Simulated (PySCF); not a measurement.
H5Si2, SMILES [SiH2][SiH3] (connectivity only; charge and spin as stated), charge +1, multiplicity 1. Heavy atoms are numbered as in [SiH2:1][SiH3:2]. Hydrogens are named by the atom that carries them.

Geometry: r2SCAN-D4/def2-TZVP. The spin state was assumed, not searched. The isomer is the one that the SMILES or the coordinates give; other isomers of the formula were not compared.

Method: PBE/def2-TZVPD (PySCF).

ESP charges are fitted to the potential on shells at 1.4 to 2.0 van der Waals radii. Atomic charges (e), one atom of each kind:

```tsv
atom	meta-Löwdin	ESP fit
Si1 (SiH2)	[?]	0.59
Si2 (SiH3)	[?]	0.25
H on Si1	[?]	0.03
H on Si2	[?]	0.04
```

Task: What belongs in the gaps? (The exact figures need the calculation; the answer reports its results.)

Result: 
- Si1 (SiH2), meta-Löwdin: 0.67
- Si2 (SiH3), meta-Löwdin: 0.28
- H on Si1, meta-Löwdin: 0.02
- H on Si2, meta-Löwdin: 0.01
